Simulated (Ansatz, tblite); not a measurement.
Cost and result up the ladder for (ClBe-mu-NH2)2 (Be₂N₂Cl₂H₄) (10 atoms). Charge 0, multiplicity 1. Geometry: PBE-D4/def2-SVP.

```xyz
10

Be    0.807    0.383    0.712
Cl    2.323    0.995    1.627
N    -0.368    1.184   -0.229
Be   -0.715   -0.384   -0.804
Cl   -1.636   -1.000   -2.315
N     0.221   -1.183    0.376
H    -0.067    1.907   -0.898
H    -1.128    1.627    0.310
H    -0.321   -1.617    1.140
H     0.884   -1.913    0.080
```

Ansatz on 4 threads of Intel Xeon on a shared host; xTB runs through tblite on one thread. Times are rough, summed over both states, and most runs start from the orbitals of an earlier one. PBE0-D4/def2-TZVP serves as the yardstick here, not as an exact answer. The other state is a triplet.

The xTB rows come from tblite.

xTB has no spin-polarisation term.

```
                          level  functions  wall time  vertical triplet (eV)  difference from PBE0-D4/def2-TZVP (eV)
                       GFN2-xTB         38    0.048 s                   6.36                                    0.03
                       GFN1-xTB         42    0.053 s                   5.82                                   -0.51
               PBE-D4/def2-TZVP        198       26 s                   5.54                                   -0.78
PBE0-D4/def2-TZVP (with forces)        198       45 s                   6.32                                    0.00
```
